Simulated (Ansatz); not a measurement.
Ge2S4⁻: single points at one geometry.

```yaml
crystal:
  periodic: [false, false, false]
  atoms:
    - {symbol: Ge, position_ang: [1.720881, 0.536969, 2.028497]}
    - {symbol: Ge, position_ang: [-1.006459, 0.223047, 0.378672]}
    - {symbol: S, position_ang: [-1.544382, -0.324875, -3.006305]}
    - {symbol: S, position_ang: [0.843334, 1.769108, 0.331130]}
    - {symbol: S, position_ang: [0.269322, -1.207806, 1.841891]}
    - {symbol: S, position_ang: [-0.282706, -0.996444, -1.573895]}
basis:
  gaussian: {orbitals: STO-3G}
total_charge: -1
magnetization: {spin_polarized: true, initial_magnetization: 1}
hamiltonian: {xc: hf}
scf: {omitted_lower_state_checks: [starts]}
output: {orbitals: {seedname: orbitals}}
```

The file start.molden holds the orbitals of an earlier run on this structure, at another level or in another basis.

```sh
$ ansatz run in.yaml --threads 4 --pin off --events-out ev --progress --plain --max-ram 4787MiB
```

Output, abridged:

```
Functional definition: HF
746 factors; integrals over basis functions are off by at most 1.1e-5 eV
mean field evaluation 1: about -154453.3278 eV, gradient 1.5e1 eV
mean field evaluation 2: about -154453.3994 eV, gradient 1.5e1 eV
mean field evaluation 4: about -154456.5175 eV, gradient 2.0e0 eV
mean field evaluation 8: about -154456.8782 eV, gradient 1.8e-1 eV
mean field -154456.88073651 eV, -5676.1856724327 hartree, gradient 6.8e-6 eV, S^2 0.754540; 0 other end points of the search recorded, 0 dependent functions left out
reference -154456.88073651 eV, -5676.1856724327 hartree; 65, 64 occupied and 7, 8 virtual orbitals, 746 factors
Total energy: -154456.88073651 eV, -5676.1856724327 hartree
Checks for a lower state left out: starts
```

Hardware: 4 threads of Arm Neoverse V1 on a shared host. Wall time 1.7 s.

As the first input, with `gaussian: {orbitals: def2-TZVPD, initial_orbitals: start.molden}`, `hamiltonian: {xc: r2scan, dispersion: d4}` (abridged; 29 s):

```
Functional definition: r2SCAN
mean field -156382.01405934 eV, -5746.9330171444 hartree, gradient 8.4e-5 eV, S^2 0.756987
Total energy: -156382.11105894 eV, -5746.9365818140 hartree
Checks for a lower state left out: starts
```

The first input with `gaussian: {orbitals: def2-SVPD, initial_orbitals: start.molden}`, `hamiltonian: {xc: pbe, dispersion: d4}` (abridged; 7 s):

```
Functional definition: PBE
mean field -156321.52008671 eV, -5744.7099046545 hartree, gradient 4.8e-5 eV, S^2 0.752320
Total energy: -156321.96454204 eV, -5744.7262380866 hartree
Checks for a lower state left out: starts
```

The first input with `gaussian: {orbitals: def2-TZVPD, initial_orbitals: start.molden}`, `hamiltonian: {xc: {name: r2SCAN0}, dispersion: d4}` (abridged; 46 s):

```
Functional definition: r2SCAN0
the host lacks memory for fits, so the integrals are decomposed
mean field -156380.17622436 eV, -5746.8654779546 hartree, gradient 1.8e-5 eV, S^2 0.760758
Total energy: -156380.30071663 eV, -5746.8700529611 hartree
Checks for a lower state left out: starts
```

Geometry: PBE-D4/def2-SVPD.

At HF/STO-3G the highest occupied level of the charge -1 doublet lies above zero (up to 0.78 eV). In Hartree–Fock with STO-3G the lack of diffuse functions raises the level. Another isomer (doublet) lies 0.06 eV lower at r2SCAN-D4/def2-TZVPD; other spin states weren't run for this one.
